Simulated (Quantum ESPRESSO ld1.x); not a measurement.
Numerical settings for the lutetium ion Lu38+, [Ar] 3d10 4s2 4p3. Method: scalar-relativistic Kohn-Sham, LDA (Slater exchange, VWN5 correlation), spin-polarised, spherical densities, point nucleus; open shells are filled with parallel spins first; computed with ld1.x of Quantum ESPRESSO 7.5. With the defaults (dx = 0.008, xmin = -8.0, rmax = 100, beta = 0.2, tr2 = 1e-14) the mesh has 2109 points, the cycle takes 19 iterations, E = -13674.261725 hartree and the 4p up eigenvalue is -64.4485 hartree. The mesh is r = exp(xmin + i dx)/Z up to rmax; beta is the mixing and tr2 the threshold. One setting is changed at a time.

change       mesh points  iterations  change of E (mhartree)  change of e(4p) (mhartree)
dx = 0.08            211          20                 -51.343                        -4.3
dx = 0.005          3375          19                  +0.008                        0.0
xmin = -5           1735          20                +223.571                        -0.1
xmin = -4           1609          23               +3014.522                        -0.9
rmax = 15           1873          19                  0.000                        0.0
rmax = 30           1959          19                  0.000                        0.0
beta = 0.5          2109          15                  -0.002                        0.0
beta = 0.05         2109          28                  -0.001                        0.0
tr2 = 1e-06         2109          10                 -13.883                        -0.2
tr2 = 1e-10         2109          14                  -0.010                        0.0
